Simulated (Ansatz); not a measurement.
C3H9BSi can be A, `BC(=C)[SiH2]C`, or B, `BC[SiH]1CC1`.

Calculated with Ansatz (gas phase, PBE0-D4/def2-TZVP geometries, no zero-point term in ΔE). CCSD(T)/CBS adds triple-zeta CCSD(T) − MP2 to the extrapolated MP2 energy (def2 sets, frozen cores). DFT in def2-TZVPP. B3LYP here is the variant with VWN-RPA as its local correlation; programs differ in this. One conformer a species, not always the lowest.

(1) Which isomer does CCSD(T)/CBS put lower? Give the gap. (Best estimate.)

(2) Give E(B) − E(A) in kJ/mol with ωB97M-V, B3LYP, B2PLYP, PBE-D4, HF/def2-TZVPP, CCSD(T)/def2-SVP, LDA (SPW92). (An estimate is asked.)

(3) Does the order hold for the free energy at 298.15 K (harmonic terms from PBE0-D4)? (Best estimate.)

Largest T1 diagnostic: 0.012.

## Answers

(1) Ansatz gave: A, by 36.8 kJ/mol.

(2) Computed: ωB97M-V 26.8, B3LYP 45.8, B2PLYP 42.5, PBE-D4 9.3, HF/def2-TZVPP 87.8, CCSD(T)/def2-SVP 45.7, LDA (SPW92) -17.9. The order is the other way round with LDA (SPW92).

(3) Computed: Yes: G(B) − G(A) = +49.3 kJ/mol, for one conformer each.

At CCSD(T), def2-SVP lies +8.9 kJ/mol from the extrapolated value and def2-TZVPP +1.7 kJ/mol. From BLYP to BHLYP (50 % exact exchange), in def2-TZVPP and without D4, E(B) − E(A) moves by +4.5 kJ/mol.
